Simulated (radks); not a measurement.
The numbers below are computed, except where a source is named.
Mn5+, 20 electrons, occupied as [Ar] 3d2. Level of theory: Dirac Kohn-Sham, PBE, spin-unpolarised, spherical densities, finite nucleus; open shells fill j = l - 1/2 first; Fermi nuclear charge, rms radius 3.7057 fm (a radial shooting solver on a logarithmic mesh with Libxc functionals). Some entries of the table are withheld. Estimate them.

| orbital | occ. | eigenvalue (hartree) | <r> (bohr) | <r^2> (bohr^2) |
|---|---|---|---|---|
| 1s1/2 | 2 | -239.3266 | 0.06091 | (1) |
| 2s1/2 | 2 | -30.50361 | 0.2791 | (2) |
| 2p1/2 | 2 | (3) | 0.2450 | 0.07393 |
| 2p3/2 | 4 | (4) | 0.2480 | 0.07558 |
| 3s1/2 | 2 | -6.07081 | 0.8207 | 0.7723 |
| 3p1/2 | 2 | (5) | 0.8466 | 0.8349 |
| 3p3/2 | 4 | (6) | 0.8537 | 0.8487 |
| 3d3/2 | 2 | -3.03528 | 0.9072 | 0.9976 |
| 3d5/2 | 0 | -3.02868 | 0.9094 | 1.002 |

Answer. 
(1) 1s1/2 <r^2> (bohr^2): 0.004989
(2) 2s1/2 <r^2> (bohr^2): 0.09208
(3) 2p1/2 eigenvalue (hartree): -26.57431
(4) 2p3/2 eigenvalue (hartree): -26.19137
(5) 3p1/2 eigenvalue (hartree): -4.92269
(6) 3p3/2 eigenvalue (hartree): -4.87022
